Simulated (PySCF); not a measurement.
# How methods differ on the excitation energy of Yb

Yb [Xe] 4f14 6s2 (1S) → Yb [Xe] 4f14 6s1 6p1 (3P), as a difference of total energies. All numbers are calculated (PySCF 2.14, scalar relativity by spin-free X2C-1e, in ANO-RCC-VTZP). Correlated levels: valence: [Kr] 4d10 frozen; valence and next inner shell: [Ar] 3d10 frozen. The calculations carry no spin-orbit coupling.

| method | excitation energy (eV) |
| --- | --- |
| UHF | 1.351 |
| LDA | 2.470 |
| PBE | 2.279 |
| PBE0 | 2.130 |
| r2SCAN | 2.044 |
| MP2 (valence) | 2.309 |
| SCS-MP2 (valence) | 2.318 |
| MP2 (valence and next inner shell) | 2.322 |
| SCS-MP2 (valence and next inner shell) | 2.329 |

Task: How much does correlation contribute at MP2 (valence and next inner shell)?

Result: 2.322 − (1.351) = 0.971 eV, measured against UHF.

Errors of the correlated levels include the incompleteness of this basis and the frozen core.

The basis was made for the ground configuration and has no added diffuse functions, so the excitation energy can come out too high.

For comparison: 2.339 eV (measured; NIST levels, between the centres of gravity of the two terms).
